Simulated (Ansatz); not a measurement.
ClFH3NOSi, SMILES `N[Si](O)(F)Cl`, relaxed with RKS PBE0-D4/def2-TZVP in Ansatz 0.2.0 from a PBE-D4/def2-SVP geometry. The force threshold is 0.005 eV/Å; the program also tests the step.

The species carries charge 0 and has multiplicity 1.

Start:

```xyz
8

N    -0.836   -0.338   -0.833
Si    0.267    0.395    0.252
O     1.466   -0.650    0.714
F     1.092    1.663   -0.349
Cl   -0.859    1.114    1.830
H    -1.775    0.054   -0.931
H    -0.496   -0.727   -1.716
H     1.142   -1.510    1.033
```

**Question.** By how much does the energy fall, and how many steps does the optimiser take? (Best estimate.)

**Answer.** Computed: 8.64 kJ/mol, in 9 steps.

**Question.** Which bonds change most? (Estimate.)

**Answer.** Ansatz gave: Si2–F4 from 1.627 to 1.583 Å; Si2–O3 from 1.656 to 1.622 Å; Si2–Cl5 from 2.067 to 2.038 Å; N1–Si2 from 1.713 to 1.687 Å.

**Question.** Give the relaxed structure. (Estimate.)

**Answer.** Computed: 
```xyz
8

N    -0.823   -0.303   -0.840
Si    0.264    0.397    0.244
O     1.429   -0.641    0.686
F     1.071    1.635   -0.324
Cl   -0.836    1.090    1.814
H    -1.756    0.059   -0.937
H    -0.498   -0.751   -1.682
H     1.148   -1.486    1.040
```
